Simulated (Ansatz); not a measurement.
Consider the substitution at a C–B bond: `O[B]([GeH3])CCl` + `[SiH3][TeH]` → `[SiH3][Te]CCl` + `O[BH][GeH3]`.

Gas-phase electronic energies from Ansatz, PBE0-D4/def2-TZVP geometries. CCSD(T)/CBS adds triple-zeta CCSD(T) − MP2 to the extrapolated MP2 energy (def2 sets, frozen cores). Functionals use def2-TZVPP. Elements past krypton have def2 core potentials. For Ge, Te outer-core shells are correlated without core-valence functions, which leaves a few kJ/mol of doubt a bond. Scalar relativity is left out up to krypton. One conformer a species, not always the lowest.

`O[B]([GeH3])CCl`:

Z-matrix (Å, degrees):
```
Ge
B 1 2.083
H 1 1.541 2 110.6
H 1 1.535 2 113.8 3 -121.1
H 1 1.546 2 109.9 3 117.9
C 2 1.578 1 122.4 3 64.5
O 2 1.351 1 121.5 3 -116.1
Cl 6 1.797 2 103.6 1 73.6
H 6 1.089 2 115.0 1 -42.6
H 6 1.090 2 113.6 1 -170.3
H 7 0.961 2 114.4 1 -2.7
```

`[SiH3][TeH]`:

Cartesian coordinates in Å:
```
Si -0.122 -0.426 -0.474
Te -0.642 1.022 1.488
H 0.896 -1.451 -0.138
H -1.408 -1.085 -0.814
H 0.353 0.377 -1.629
H 0.923 1.563 1.566
```

`[SiH3][Te]CCl`:

Cartesian coordinates in Å:
```
Si -0.756 -1.536 0.333
Te 1.345 -0.274 0.774
C 0.686 1.460 -0.335
Cl 1.921 2.721 -0.292
H -0.591 -2.847 1.008
H -1.936 -0.823 0.889
H -0.967 -1.736 -1.124
H -0.220 1.854 0.118
H 0.517 1.183 -1.371
```

`O[BH][GeH3]`:

Z-matrix (Å, degrees):
```
Ge
B 1 2.071
H 1 1.542 2 110.4
H 1 1.542 2 110.4 3 117.2
H 1 1.539 2 113.6 3 -121.4
O 2 1.348 1 118.7 3 121.2
H 2 1.204 1 121.6 3 -58.8
H 6 0.962 2 113.7 1 -180.0
```

| level | ΔE (kJ/mol) |
| --- | --- |
| r2SCAN | 59.9 |
| HF/def2-TZVPP | 61.0 |
| SCS-MP2/def2-TZVPP | 50.5 |
| CCSD/def2-TZVPP | 59.0 |
| CCSD(T)/def2-TZVPP | 57.4 |
| MP2/def2-QZVPP | 48.1 |
| SCS-MP2/def2-QZVPP | 47.4 |
| CCSD/CBS(def2) | 53.3 |

Q: What does CCSD(T)/CBS give? (An estimate is asked.)

A: Computed: +51.7 kJ/mol. The listed levels differ from it by 8.2, 9.3, -1.2, 7.3, 5.7, -3.6, -4.3, 1.6 kJ/mol.

Largest T1 diagnostic among the species: 0.013.

From PBE to PBE0 (25 % exact exchange), in def2-TZVPP and without D4, ΔE moves by +3.9 kJ/mol. In def2-TZVPP, CCSD(T) changes the Hartree–Fock value by −3.6 kJ/mol (the triples alone add −1.6 kJ/mol) and MP2 by −9.2 kJ/mol.
